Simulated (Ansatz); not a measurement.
Reaction (cleavage of the Si–Si bond): `[SiH3][SiH2][SiH2][GeH3]` + `[SH][SnH3]` → `[SiH3][S][SnH3]` + `[SiH3][SiH2][GeH3]`

Isolated molecules relaxed with PBE0-D4/def2-TZVP in Ansatz; ΔE leaves out vibrations. CBS: MP2 limit from def2 TZ/QZ plus the TZ coupled-cluster correction, frozen cores. DFT in def2-TZVPP. B3LYP here is the variant with VWN-RPA as its local correlation; programs differ in this. def2 core potentials past Kr. For Ge, Sn outer-core shells are correlated without core-valence functions, which leaves a few kJ/mol of doubt a bond. Scalar relativity is left out up to krypton. One conformer a species, not always the lowest.

`[SiH3][SiH2][SiH2][GeH3]`:

Z-matrix (Å, degrees):
```
Si
Si 1 2.338
H 1 1.488 2 109.9
H 1 1.488 2 111.3 3 120.6
H 1 1.488 2 109.5 3 -119.1
Si 2 2.337 1 109.6 3 58.5
H 2 1.490 1 110.1 3 -63.6
H 2 1.490 1 109.2 3 177.7
Ge 6 2.380 2 109.8 1 54.9
H 6 1.490 2 109.4 1 -64.6
H 6 1.490 2 110.8 1 176.1
H 9 1.538 6 110.1 2 -64.6
H 9 1.538 6 111.3 2 175.1
H 9 1.538 6 110.3 2 54.7
```

`[SH][SnH3]`:

```xyz
6

S    -1.723   -0.681    0.182
Sn    0.390    0.402   -0.203
H    -1.187   -1.675    0.910
H     1.436   -0.668   -1.020
H     1.071    0.866    1.291
H     0.013    1.756   -1.160
```

`[SiH3][S][SnH3]`:

Cartesian coordinates in Å:
```
Si -1.428 0.937 -0.144
S -1.000 -1.044 0.504
Sn 1.386 -1.022 0.179
H -0.718 1.945 0.688
H -2.894 1.124 -0.011
H -1.024 1.144 -1.560
H 1.912 -2.567 0.659
H 2.057 0.207 1.151
H 1.710 -0.725 -1.468
```

`[SiH3][SiH2][GeH3]`:

```xyz
11

Si    1.303    0.201    1.464
Si   -0.067    0.947   -0.277
Ge   -1.241   -0.881   -1.249
H     2.047    1.328    2.088
H     2.283   -0.788    0.941
H     0.473   -0.460    2.506
H     0.760    1.612   -1.322
H    -1.048    1.941    0.242
H    -2.112   -1.575   -0.189
H    -0.246   -1.913   -1.806
H    -2.151   -0.413   -2.397
```

```
             level  ΔE (kJ/mol)
           BLYP-D4        -48.5
         r2SCAN-D4        -51.0
          B3LYP-D4        -51.1
          BHLYP-D4        -56.6
           ωB97M-V        -56.4
          PBE-QIDH        -54.6
CCSD(T)/def2-TZVPP        -52.3
    CCSD/CBS(def2)        -56.4
```

Q: What does CCSD(T)/CBS give? (Best estimate.)

A: The calculation gave: -55.8 kJ/mol. The listed levels differ from it by 7.3, 4.8, 4.7, -0.8, -0.6, 1.2, 3.5, -0.6 kJ/mol.

Largest T1 diagnostic among the species: 0.013.

From BLYP to BHLYP (50 % exact exchange), in def2-TZVPP and without D4, ΔE moves by −7.9 kJ/mol. At CCSD(T), def2-SVP lies +8.2 kJ/mol from the extrapolated value and def2-TZVPP +3.5 kJ/mol.
